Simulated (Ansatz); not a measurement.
Isolated molecules relaxed with PBE0-D4/def2-TZVP in Ansatz; ΔE leaves out vibrations. CBS: MP2 limit from def2 TZ/QZ plus the TZ coupled-cluster correction, frozen cores. This one scheme is used for every species. For Se outer-core shells are correlated without core-valence functions, which leaves a few kJ/mol of doubt a bond. Scalar relativity is left out up to krypton. One conformer a species, not always the lowest.

Reaction (formal exchange of groups at the Se–C bond): `[AlH2]/[N]=C\[SeH]` + `CC` → `CC[SeH]` + `C=[N][AlH2]`

```csv
species,CCSD(T)/CBS(def2) energy (Eh)
`[AlH2]/[N]=C\[SeH]`,-2737.86550
`CC`,-79.71954
`CC[SeH]`,-2480.41858
`C=[N][AlH2]`,-337.15304
```

**Question.** Work out ΔE.

**Answer.** ΔE = (-2480.41858) + (-337.15304) − (-2737.86550) − (-79.71954) = 0.01342 Eh = +35.2 kJ/mol.

Largest T1 diagnostic among the species: 0.015.

Leaving LDA and LC-ωPBE aside and taking each functional with its dispersion term where it has one, the values, not all of them listed here, spread over 14.9 kJ/mol, from ωB97X-V to PBE-D4. In def2-TZVPP, CCSD(T) changes the Hartree–Fock value by +6.0 kJ/mol (the triples alone add +2.8 kJ/mol) and MP2 by +10.1 kJ/mol. From PBE to PBE0 (25 % exact exchange), in def2-TZVPP and without D4, ΔE moves by −6.3 kJ/mol.
